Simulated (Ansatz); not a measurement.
Consider the redistribution: `[F][Al]([Br])[Br]` + `[F][Al]([F])[Cl]` → `[F][Al]([Cl])[Br]` + `[F][Al]([F])[Br]`.

Gas-phase electronic energies from Ansatz, PBE0-D4/def2-TZVP geometries. CCSD(T)/CBS adds triple-zeta CCSD(T) − MP2 to the extrapolated MP2 energy (def2 sets, frozen cores). This one scheme is used for every species. For Br outer-core shells are correlated without core-valence functions, which leaves a few kJ/mol of doubt a bond. Scalar relativity is left out up to krypton.

`[F][Al]([Br])[Br]`:

Z-matrix (Å, degrees):
```
Al
F 1 1.634
Br 1 2.222 2 119.0
Br 1 2.222 2 119.0 3 180.0
```

`[F][Al]([F])[Cl]`:

Z-matrix (Å, degrees):
```
Al
F 1 1.631
Cl 1 2.061 2 120.5
F 1 1.631 2 119.0 3 -180.0
```

`[F][Al]([Cl])[Br]`:

Z-matrix (Å, degrees):
```
Al
F 1 1.633
Br 1 2.220 2 119.2
Cl 1 2.066 2 119.0 3 180.0
```

`[F][Al]([F])[Br]`:

Cartesian coordinates in Å:
```
F 0.100 0.785 -1.512
Al -0.098 -0.007 -0.099
F -1.456 -0.880 0.132
Br 1.454 0.102 1.479
```

```csv
species,CCSD/CBS(def2) energy (Eh)
`[F][Al]([Br])[Br]`,-5488.63355
`[F][Al]([F])[Cl]`,-901.58283
`[F][Al]([Cl])[Br]`,-3375.09621
`[F][Al]([F])[Br]`,-3015.12002
```

Question: Work out ΔE.

Answer: ΔE = (-3375.09621) + (-3015.12002) − (-5488.63355) − (-901.58283) = 0.00015 Eh = +0.4 kJ/mol. CCSD(T)/CBS gives +0.4 kJ/mol.

Largest T1 diagnostic among the species: 0.012.

Leaving LDA and LC-ωPBE aside and taking each functional with its dispersion term where it has one, the values, not all of them listed here, spread over 0.6 kJ/mol, from B97M-V to PBE-QIDH.
